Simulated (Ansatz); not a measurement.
Reaction (substitution at a C–Al bond): `C[CH](C)[AlH][OH]` + `[OH][InH][F]` → `CC(C)[O][InH][F]` + `[OH][AlH2]`

Isolated molecules relaxed with PBE0-D4/def2-TZVP in Ansatz; ΔE leaves out vibrations. CBS: MP2 limit from def2 TZ/QZ plus the TZ coupled-cluster correction, frozen cores. This one scheme is used for every species. Functionals use def2-TZVPP. B3LYP here is the variant with VWN-RPA as its local correlation; programs differ in this. Elements past krypton have def2 core potentials. For In outer-core shells are correlated without core-valence functions, which leaves a few kJ/mol of doubt a bond. Each species was taken in one conformer, which may not be the lowest.

| level | ΔE (eV) |
| --- | --- |
| PBE-D4 | 0.51 |
| r2SCAN-D4 | 0.47 |
| PBE0-D4 | 0.52 |
| ωB97M-V | 0.49 |
| B3LYP | 0.50 |
| MP2/def2-TZVPP | 0.52 |
| MP2/def2-QZVPP | 0.53 |
| CCSD/CBS(def2) | 0.48 |

Problem. What does CCSD(T)/CBS give? (An estimate is asked.)

Solution. Ansatz gave: +0.47 eV. The listed levels differ from it by 0.04, 0.00, 0.05, 0.02, 0.03, 0.05, 0.06, 0.01 eV.

Largest T1 diagnostic among the species: 0.017.

In def2-TZVPP, CCSD(T) changes the Hartree–Fock value by +0.07 eV (the triples alone add −0.01 eV) and MP2 by +0.14 eV. The D4 term adds −0.04 eV with B3LYP and −0.02 eV with PBE0; it sums over pairs of atoms, weighted by their polarisabilities, and B3LYP, whose exchange is more repulsive, gets the larger term.
